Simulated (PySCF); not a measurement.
# Basis and Hamiltonian dependence of the ionisation energy of Cu⁺

Cu⁺ [Ar] 3d10 (1S) → Cu²⁺ [Ar] 3d9 (2D). Calculated with PySCF 2.14 from differences of total energies of unrestricted determinants, without spin-orbit coupling. Values in eV.

| basis | Hamiltonian | functions | UHF | LDA | PBE0 | MP2 (valence) | CCSD(T) (valence) | CCSD(T) (valence and next inner shell) |
| --- | --- | --- | --- | --- | --- | --- | --- | --- |
| 6-31G* | non-relativistic | 34 | 15.279 | n/a | n/a | 17.429 | n/a | n/a |
| x2c-SVPall | spin-free X2C | 36 | 17.397 | 21.807 | n/a | 20.311 | n/a | n/a |
| Sapporo-DKH3-DZP-2012 | spin-free X2C | 40 | 17.335 | n/a | 20.404 | 20.750 | n/a | n/a |
| aug-cc-pVDZ-PP with ECP10MDF | ECP | 54 | 17.176 | 21.482 | 20.112 | 20.733 | 19.936 | n/a |
| aug-cc-pVDZ-DK | spin-free X2C | 59 | 17.177 | 21.401 | 20.150 | 20.692 | 19.904 | n/a |
| ANO-RCC-VTZP | spin-free X2C | 59 | 17.240 | 21.840 | 20.405 | 20.956 | 20.127 | 20.308 |
| x2c-TZVPPall | spin-free X2C | 64 | 17.179 | 21.584 | 20.259 | 20.724 | 19.913 | 20.061 |
| cc-pVTZ-DK | spin-free X2C | 68 | 17.146 | n/a | 20.236 | 20.694 | n/a | n/a |
| aug-cc-pVTZ-PP with ECP10MDF | ECP | 88 | 17.125 | 21.492 | 20.106 | 20.851 | 20.050 | n/a |
| aug-cc-pVTZ-DK | spin-free X2C | 93 | 17.140 | 21.571 | 20.235 | 20.853 | 20.050 | n/a |
| def2-QZVPPD | non-relativistic | 100 | 17.335 | 21.720 | 20.398 | 20.985 | 20.204 | n/a |
| dyall-av2z | non-relativistic | 101 | 17.399 | 21.753 | 20.440 | 20.813 | 20.057 | n/a |
| aug-cc-pwCVTZ-PP with ECP10MDF | ECP | 122 | 17.116 | 21.475 | 20.093 | 20.876 | 20.069 | n/a |
| aug-cc-pVQZ-PP with ECP10MDF | ECP | 135 | 17.119 | 21.476 | 20.095 | 20.944 | n/a | n/a |

Extrapolation of MP2 (valence) from aug-cc-pVTZ-PP with ECP10MDF and aug-cc-pVQZ-PP with ECP10MDF: the correlation parts are 3.726 and 3.824 eV; with the X⁻³ form and unrounded values, (4³ × 3.824 − 3³ × 3.726)/(4³ − 3³) = 3.896 eV, and adding the Hartree-Fock value 17.119 eV of the larger basis gives 21.016 eV.

Frozen in the all-electron rows: valence: [Ar]; valence and next inner shell: [Ne]; with a core potential, the same shells as far as they lie outside it.

At UHF, 6-31G* lies more than 0.3 eV from the median of the rows with comparable relativity. Sets contracted for the neutral atom can be stiff in a shell that they treat as core.

Non-relativistic rows lack the scalar-relativistic shift.

Between the lowest levels the reference is 20.292 eV (measured; NIST Atomic Spectra Database, ionization energies); it includes spin-orbit coupling, which these numbers lack.
